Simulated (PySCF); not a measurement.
SMILES O/C=C\c1cccs1 (C₆H₆OS) at its GFN2-xTB optimised geometry (Å):

```
14

O      3.0326    -0.8071    -0.0373
C      2.1400    -1.8106    -0.0128
C      0.8022    -1.7361     0.0027
C     -0.0344    -0.5678     0.0000
C     -1.4052    -0.5678     0.0000
C     -1.9731     0.7213     0.0000
C     -1.0436     1.7089     0.0007
S      0.5565     1.0772     0.0009
H      2.5864     0.0502    -0.0458
H      2.6352    -2.7713    -0.0070
H      0.2566    -2.6678     0.0192
H     -1.9858    -1.4729    -0.0008
H     -3.0326     0.9060    -0.0003
H     -1.1823     2.7713     0.0014
```

Computed with PBE/def2-TZVP run with PySCF 2.14.0. Cells within 0.4 Å of a nucleus heavier than hydrogen are left out (blank, or x).

Map of the Laplacian of the electron density (e/bohr⁵), clipped to [-1.50, 1.50] on the plane z = 0.0 Å:

```
|5555555555555555555555555555555|
|5555555555555555555555555555555|
|5555555555555555555555555555555|
|5555555555555555555555555555555|
|5555555555555555555555555555555|
|5555555555555555555555555555555|
|5555555555555555555555555555555|
|5555555555550555555555555555555|
|5555555555540455555555555555555|
|5555555555540455555555555555555|
|555555555556xx45445555555555555|
|555555555541xx33993555555555555|
|5555555035624549xx9455555555555|
|555555401xx45555xx5555555555555|
|5555555556x46554345555555555555|
|5555555555225553455555056555555|
|55555555554xx3xx555555406655555|
|55555555554xx2xx4555565xx655555|
|55555555541255532455553xx655555|
|55555555510555553x834x367555555|
|55555555555555555xx1xx665555555|
|555555555555555522555x255555555|
|5555555555555553045554045555555|
|5555555555555555455555055555555|
|5555555555555555555555555555555|
|5555555555555555555555555555555|
|5555555555555555555555555555555|
|5555555555555555555555555555555|
|5555555555555555555555555555555|
|5555555555555555555555555555555|
|5555555555555555555555555555555|
```
Scale: ten equal steps from -1.50 (start of '0') to 1.50 (end of '9'), in the order '0123456789'; x runs from -5.50 to 5.50, y from -5.50 (bottom) to 5.50 (top).
